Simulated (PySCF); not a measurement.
Gas-phase reaction: AlI + 2 IBr → AlI₃ + Br₂

Computed with PySCF (xtb for GFN2) and rigid-rotor harmonic-oscillator thermochemistry at 1 bar. † marks an energy on the PBE0/def2-TZVP geometry and frequencies; other levels use their own. All species are closed-shell singlets. I: scalar-relativistic def2 core potential, no spin-orbit coupling. Br: all electrons, no relativistic terms. The harmonic model lacks anharmonicity and excited electronic states, which grow with temperature; levels with a mode under 35 cm⁻¹ are left out. Soft modes under 120 cm⁻¹ make the harmonic entropy rough for AlI₃.

ΔH° and ΔS° at 298 K: GFN2-xTB -426 kJ, -144 J/K; M06-2X/def2-TZVP† -330 kJ, -146 J/K; PBE/def2-TZVP† -311 kJ, -146 J/K.

Q: With the heat capacities included, give log10 K (1 bar) at 800, 1200, 1400, 1600, 1800 K from GFN2-xTB, M06-2X/def2-TZVP†, PBE/def2-TZVP†.

A: 
```tsv
T (K)	GFN2-xTB	M06-2X/def2-TZVP†	PBE/def2-TZVP†
800	20.4	14.1	12.8
1200	11.2	7.0	6.2
1400	8.6	5.0	4.3
1600	6.7	3.5	2.9
1800	5.2	2.3	1.8
```
